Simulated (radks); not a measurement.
Initial-state core-level shifts of the germanium ion Ge3+ when its valence configuration changes from [Ar] 3d10 4s1. Method: Dirac Kohn-Sham, BLYP, spin-unpolarised, spherical densities, finite nucleus; open shells are shared between the two j in proportion to 2j + 1; Fermi nuclear charge, rms radius 4.0742 fm; computed with a radial shooting solver on a logarithmic mesh with Libxc functionals. Shifts are changes of the shell-averaged eigenvalues in eV (positive: less bound); the change of the density at the nucleus, which sets a Mossbauer isomer shift, is in e/bohr^3, on a base of 3.172e+04.

| valence | 2s | 2p | 3s | 3p | density at nucleus |
|---|---|---|---|---|---|
| 3d9 4s2 | -12.750 | -12.649 | -10.375 | -10.146 | +34.775 |
| 3d8 4s1 4p2 | -29.565 | -29.340 | -24.195 | -23.715 | +18.573 |
| 3d10 4p1 | -1.527 | -1.522 | -1.575 | -1.567 | -24.126 |
| 3d9.5 4s1.5 | -6.217 | -6.167 | -5.108 | -4.994 | +16.608 |
| 3d9 4s1 4p1 | -14.237 | -14.127 | -11.890 | -11.652 | +8.690 |
| 3d8 4p3 | -30.926 | -30.688 | -25.574 | -25.084 | -11.491 |
| 3d8 4s2 4p1 | -28.168 | -27.953 | -22.783 | -22.313 | +47.739 |
| 3d9.5 4s1 4p0.5 | -6.977 | -6.923 | -5.886 | -5.768 | +4.193 |
| 3d9.5 4p1.5 | -8.463 | -8.403 | -7.412 | -7.285 | -21.387 |
